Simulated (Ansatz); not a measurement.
Basis sets compared for the cluster PdAu₃ (the lowest doublet isomer of a short search). Charge 0, multiplicity 2. Geometry r2SCAN-D4/def2-SVP. Ansatz on 4 threads of Arm Neoverse V2 on a shared host; times are rough, and most runs start from earlier orbitals.

```xyz
4

Pd   -0.5572    0.8622    0.9018
Au   -0.5055    1.4271   -1.6872
Au    0.5518   -0.8518   -0.8917
Au    0.5108   -1.4375    1.6771
```

In the def2 sets Au, Pd take a core potential; there is no spin–orbit coupling. The structure comes from a short search, and lower isomers may exist.

Binding counts from free atoms (Pd singlet, Au doublet) in the same basis, without a counterpoise term.

```
                            level  functions  energy (Eh)  HOMO (eV)  LUMO (eV)  binding per atom (eV)  wall time
                  PBE-D4/def2-SVP        127    -535.2992      -5.29      -4.91                   1.57      4.9 s
                 PBE-D4/def2-TZVP        160    -535.3557      -5.29      -4.92                   1.61      5.5 s
r2SCAN-D4/def2-TZVP (with forces)        160    -535.4172      -5.43      -4.70                   1.67       13 s
                 PBE0-D4/def2-SVP        127    -535.1137      -5.96      -3.79                   1.35        8 s
                PBE0-D4/def2-TZVP        160    -535.1683      -5.96      -3.77                   1.39       11 s
```

Problem. Estimate the rows for PBE-D4/def2-TZVPD, r2SCAN-D4/def2-TZVPD, PBE0-D4/def2-TZVPD.

Solution. 
```csv
level,functions,energy (Eh),HOMO (eV),LUMO (eV),binding per atom (eV),wall time
PBE-D4/def2-TZVPD,169,-535.3577,-5.28,-4.91,1.63,6 s
r2SCAN-D4/def2-TZVPD,169,-535.4191,-5.42,-4.69,1.68,14 s
PBE0-D4/def2-TZVPD,169,-535.1703,-5.95,-3.76,1.40,22 s
```
